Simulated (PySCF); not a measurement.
A structure optimised at B3LYP-D3(BJ)/def2-SVP, used in a PySCF frequency run:

```xyz
11

C      2.3652    -0.4174     0.1348
O      1.1189    -0.9278    -0.2968
Si    -0.3512    -0.3127     0.0701
O     -0.6185    -0.4619     1.6824
O     -1.5259    -1.1079    -0.7554
Cl    -0.3668     1.7002    -0.4637
H      2.4823    -0.5224     1.2271
H      3.1644    -0.9885    -0.3606
H      2.4762     0.6486    -0.1299
H     -1.4508    -0.1254     2.0339
H     -1.5085    -1.0523    -1.7180
```

Question: Write its SMILES and formula.

Answer: CO[Si](O)(O)Cl, CH₅ClO₃Si

Question: What are its rotational constants (standard atomic weights)?

Answer: 2.4468, 2.0669, 1.5859 GHz
